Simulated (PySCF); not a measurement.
# Bi²⁺: ionisation energy

Bi²⁺ [Xe] 4f14 5d10 6s2 6p1 (2P) → Bi³⁺ [Xe] 4f14 5d10 6s2 (1S), as a difference of total energies. All numbers are calculated (PySCF 2.14, a scalar-relativistic core potential, in aug-cc-pVTZ-PP with ECP60MDF (6s5p4d2f, 55 functions)). Correlated levels: valence: 5s2 5p6 5d10 frozen. The calculations carry no spin-orbit coupling.

```csv
method,ionisation energy (eV),difference from reference (eV)
UHF,23.042,-2.529
LDA,23.883,-1.688
PBE,23.634,-1.937
PBE0,23.660,-1.911
r2SCAN,23.727,-1.844
MN15,23.740,-1.831
TPSS,23.528,-2.043
r2SCANh,23.745,-1.826
PW91,23.720,-1.851
MP2 (valence),23.237,-2.334
SCS-MP2 (valence),23.227,-2.344
```

Reference: 25.571 eV (measured; NIST Atomic Spectra Database, ionization energies).

The reference lies between the lowest fine-structure levels, while these numbers refer to the centres of the terms.

Errors of the correlated levels include the incompleteness of this basis and the frozen core.
